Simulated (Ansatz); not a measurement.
This geometry of C3H9NSi (14 atoms, charge 0, multiplicity 1) is a first-order saddle point.

The calculation used RKS B3LYP-D4/STO-3G (Ansatz 0.2.0).

```xyz
14
Properties=species:S:1:pos:R:3
C -0.521 1.790 -0.212
N 0.385 0.596 0.015
C 0.004 -0.282 1.218
Si 0.522 -1.790 0.216
C 0.355 -0.457 -1.104
H -1.296 1.858 0.575
H 0.067 2.728 -0.193
H -1.028 1.725 -1.192
H 0.565 0.006 2.125
H -1.077 -0.251 1.458
H -0.406 -2.899 0.159
H 1.862 -2.274 0.455
H 1.164 -0.293 -1.838
H -0.607 -0.486 -1.653
```

Which two structures does it join? (They come from a converged band through this point; their orientation in space is the band's.)

No bond is made or broken. The dihedral H8–C1–N2–C5 goes from -65 to 56°. The two ends are copies of one structure, up to a mirror image or an exchange of like atoms.

Image 0:

```xyz
14
Properties=species:S:1:pos:R:3
C -0.520 1.745 -0.336
N 0.430 0.588 -0.154
C 0.264 -0.111 1.214
Si 0.508 -1.762 0.344
C 0.105 -0.603 -1.084
H -1.588 1.466 -0.206
H -0.271 2.530 0.400
H -0.388 2.159 -1.351
H 1.002 0.257 1.947
H -0.748 0.019 1.644
H -0.437 -2.819 0.635
H 1.857 -2.281 0.362
H 0.730 -0.586 -1.993
H -0.958 -0.631 -1.393
```

Image 10:

```xyz
14
Properties=species:S:1:pos:R:3
C -0.535 1.768 -0.139
N 0.417 0.614 0.054
C -0.006 -0.324 1.205
Si 0.519 -1.786 0.141
C 0.382 -0.392 -1.117
H -0.502 2.412 0.757
H -0.207 2.360 -1.012
H -1.588 1.451 -0.305
H 0.533 -0.084 2.138
H -1.093 -0.292 1.413
H -0.407 -2.890 0.019
H 1.856 -2.283 0.380
H 1.197 -0.201 -1.836
H -0.578 -0.382 -1.668
```

How far does it lie above each of them?

3.3 kcal/mol above the first and 3.3 kcal/mol above the second. This is the barrier of this one path; another mechanism may lie lower. Limits of this set-up: minimal basis.

Run time: 120 s on 1 CPU thread of a shared host.
